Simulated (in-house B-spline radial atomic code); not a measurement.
## Binding energies in the rhodium ion Rh²⁺

NIST's tabulated ground configuration is [Kr] 4d7; each binding energy is the energy of the ion with one electron taken from that subshell, relaxed, less that of the parent. Method: Dirac-Hartree-Fock, average of configuration, Fermi nucleus of rms radius 4.4945 fm. Calculated with a radial B-spline atomic code at the basis-set limit. Energies include first-order Breit, QED and recoil terms.

```
subshell  X-ray name  binding energy (eV)  -ε (eV)  relaxation (eV)
      1s           K              23251.7  23380.6             60.7
      2s          L1               3450.7   3489.1             31.8
   2p1/2          L2               3180.1   3221.4             34.8
   2p3/2          L3               3037.5   3076.0             34.0
      3s          M1                662.9    676.3             12.4
   3p1/2          M2                556.6    570.2             12.7
   3p3/2          M3                531.4    544.3             12.4
      4s          N1                  119    122.3              3.2
   4p1/2          N2                84.62    87.49             2.76
   4p3/2          N3                 80.7    83.35             2.59
      4d        N4,5                 30.7    32.19             1.50
```

Relaxation = -ε minus the binding energy without Breit, QED and recoil terms.

Emission lines follow as differences of binding energies, with λ = 12398.42 eV·Å / E:

```tsv
line	holes	energy (eV)	wavelength (Å)
K-L3	1s → 2p3/2	20214.2	0.61335
K-L2	1s → 2p1/2	20071.6	0.61771
K-M3	1s → 3p3/2	22720.3	0.5457
L1-M3	2s → 3p3/2	2919.3	4.2471
L3-M1	2p3/2 → 3s	2374.6	5.2213
```

Task: What screening constant σ does Moseley's law, E = (3/4)·13.6057 eV·(Z - σ)², need for K-L3?

Result: σ = 0.49.

Moseley's non-relativistic formula needs a falling, then negative, screening constant for heavy elements, because relativity binds the 1s electron more strongly than the formula allows.

Task: What does it cost to remove both a 2s and a 3p1/2 electron?

Result: 4055.2 eV, which is 47.94 eV more than the two single binding energies together.

Task: What does it cost to remove both a 2p3/2 and a 4p1/2 electron?

Result: 3143.1 eV, which is 20.92 eV more than the two single binding energies together.

Task: What does it cost to remove two 1s electrons?

Result: 47205 eV, which is 701.2 eV more than the two single binding energies together.
